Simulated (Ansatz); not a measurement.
Start from `[SiH3][SiH]1CO1` and change one atom or group to get `O[SiH2][SiH]1CO1`.

Ansatz, PBE0-D4/def2-TZVP geometries, multiplicity 1. Each molecule was computed in one conformer, which needn't be the lowest.

```json
{"property": "HOMO energy (ωB97M-V/def2-TZVPP) / eV", "`[SiH3][SiH]1CO1`": "-9.71"}
{"property": "LUMO energy (ωB97M-V/def2-TZVPP) / eV", "`[SiH3][SiH]1CO1`": "0.83"}
{"property": "HOMO–LUMO gap (ωB97M-V/def2-TZVPP) / eV", "`[SiH3][SiH]1CO1`": "10.54"}
{"property": "HOMO energy (PBE0/def2-TZVPP) / eV", "`[SiH3][SiH]1CO1`": "-7.52"}
{"property": "size of the dipole moment (ωB97M-V/def2-TZVPP) / D", "`[SiH3][SiH]1CO1`": "1.89"}
{"property": "LUMO energy (B3LYP/def2-TZVPP) / eV", "`[SiH3][SiH]1CO1`": "-1.15"}
```

**Question.** What does the change do to each property? (An estimate is asked.)

**Answer.** Computed: 
```csv
property,`O[SiH2][SiH]1CO1`,shift
HOMO energy (ωB97M-V/def2-TZVPP) / eV,-9.81,-0.10
LUMO energy (ωB97M-V/def2-TZVPP) / eV,0.62,-0.21
HOMO–LUMO gap (ωB97M-V/def2-TZVPP) / eV,10.43,-0.11
HOMO energy (PBE0/def2-TZVPP) / eV,-7.64,-0.12
size of the dipole moment (ωB97M-V/def2-TZVPP) / D,1.69,-0.20
LUMO energy (B3LYP/def2-TZVPP) / eV,-1.35,-0.20
```

With PBE0 the HOMO falls by 0.12 eV and the LUMO falls by 0.19 eV, so the gap narrows by about 0.07 eV. PBE moves the HOMO by -0.11 eV and ωB97M-V by -0.10 eV. Dipoles are sizes alone; their direction can turn.

B3LYP here is the variant with VWN-RPA as its local correlation; programs differ in this.
